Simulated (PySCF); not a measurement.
## Electronic structure of Xe³⁺ (xenon, charge +3) at the UHF level

Configuration: [Kr] 4d10 5s2 5p3, high-spin 4S determinant. All numbers are calculated (PySCF 2.14, the spin-free X2C one-electron Hamiltonian (Gaussian nucleus), in aug-cc-pwCVTZ-DK3 (10s9p7d4f1g, 109 functions)).

* Total energy: -7440.964564 hartree
* One-electron energy: -10130.7176 hartree
* Hartree (Coulomb) energy: 2874.8319 hartree
* Exchange energy: -185.0789 hartree
* ⟨S²⟩: 3.7513
* ⟨L²⟩: 0.000
* Sum of ⟨r⟩: 30.43 bohr
* Sum of ⟨r²⟩: 36.53 bohr²
* Langevin diamagnetic susceptibility: -28.9 ×10⁻⁶ cm³/mol

| shell | electrons | mean orbital energy (eV) | rms radius, mean of both spins (bohr) |
| --- | --- | --- | --- |
| 1s α | 1 | -34756.3 | 0.0306 |
| 1s β | 1 | -34756.0 | 0.0306 |
| 2s α | 1 | -5539.9 | 0.124 |
| 2s β | 1 | -5539.8 | 0.124 |
| 2p α | 3 | -4971.8 | 0.111 |
| 2p β | 3 | -4971.6 | 0.111 |
| 3s α | 1 | -1203.7 | 0.326 |
| 3s β | 1 | -1203.4 | 0.326 |
| 3p α | 3 | -1015.3 | 0.326 |
| 3p β | 3 | -1014.8 | 0.326 |
| 3d α | 5 | -734.14 | 0.304 |
| 3d β | 5 | -733.94 | 0.304 |
| 4s α | 1 | -263.17 | 0.761 |
| 4s β | 1 | -262.31 | 0.761 |
| 4p α | 3 | -200.68 | 0.815 |
| 4p β | 3 | -199.69 | 0.815 |
| 4d α | 5 | -106.15 | 0.939 |
| 4d β | 5 | -105.49 | 0.939 |
| 5s α | 1 | -60.389 | 1.88 |
| 5s β | 1 | -51.597 | 1.88 |
| 5p α | 3 | -43.388 | 2.13 |

Densities and radii are taken from the X2C orbitals without a picture-change correction, which distorts them close to the nucleus.

Spin-orbit constants ζ (cm⁻¹) from the X2C one-electron operator on these orbitals: bare nucleus, nucleus screened by l(l+1)(2l+1)/3 electrons, and screened by the Breit-Pauli mean field of the electrons.

```csv
shell,bare,screened nucleus,mean field
2p,1726000,1662000,n/a
3p,332300,320000,n/a
3d,50700,41310,n/a
4p,63800,61430,n/a
4d,7527,6133,n/a
5p,8317,8009,n/a
```
